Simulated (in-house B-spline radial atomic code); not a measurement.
Results of a calculation; reference values are marked as such.
# K at several levels of theory

Ground configuration [Ar] 4s1. All numbers come from a B-spline radial code for spherical atoms, all electrons, at the radial basis limit. Mean-field, RPA, GW and linear-response runs are scalar-relativistic (one-electron X2C), no spin-orbit coupling, without Breit or QED terms, open shells spin-polarised at highest spin; the many-body runs on Dirac-Hartree-Fock orbitals are four-component, and their energies hold both.

RPA overbinds a lone outer s electron by self-correlation, and G0W0 tends to as well.

**Ionisation energy.** The reference is 4.341 eV (NIST, measured).

| method | value (eV) | minus reference (eV) |
| --- | --- | --- |
| minus the highest LDA VWN5 level | 2.63 | -1.71 |
| LDA VWN5, difference of total energies | 4.55 | +0.21 |
| minus the highest PBE level | 2.54 | -1.80 |
| PBE, difference of total energies | 4.47 | +0.13 |
| G0W0 on PBE | 4.41 | +0.07 |
| exact exchange + RPA on PBE | 4.79 | +0.45 |
| exact exchange + RPA + SOSEX on PBE | 4.29 | -0.05 |
| minus the highest r2SCAN level | 2.59 | -1.75 |
| r2SCAN, difference of total energies | 4.27 | -0.07 |
| minus the highest PBE0 level | 3.00 | -1.34 |
| PBE0, difference of total energies | 4.39 | +0.05 |
| G0W0 on PBE0 | 4.59 | +0.25 |
| minus the highest B3LYP (VWN-RPA) level | 2.91 | -1.43 |
| B3LYP (VWN-RPA), difference of total energies | 4.52 | +0.18 |
| minus the highest CAM-B3LYP level | 3.70 | -0.64 |
| minus the highest LC-wPBE level | 4.33 | -0.02 |
| minus the highest Hartree-Fock level | 4.03 | -0.31 |
| Hartree-Fock, difference of total energies | 4.02 | -0.32 |
| G0W0 on Hartree-Fock | 4.55 | +0.20 |
| MP2, difference of total energies | 4.33 | -0.02 |
| Brueckner orbital with screened correlation (4s1/2) | 4.34 | 0.00 |

Which methods come closest, and which lies farthest off?

Closest: Brueckner orbital with screened correlation (4s1/2) (0.00 eV) and MP2, difference of total energies (-0.02 eV). Farthest: minus the highest PBE level (-1.80 eV). The PBE level misses by -1.8 eV while the PBE energy difference misses by +0.13 eV: the semilocal potential lacks the −1/r tail and the energy is convex in the electron number, but total energies at whole numbers are far better.

Run times on one thread of shared hosts: mean field, RPA, SOSEX and G0W0 on PBE, for the atom and its ion, 7.1 s (Arm Neoverse N1); Brueckner orbitals with all properties, 74 s (Arm Neoverse V1).
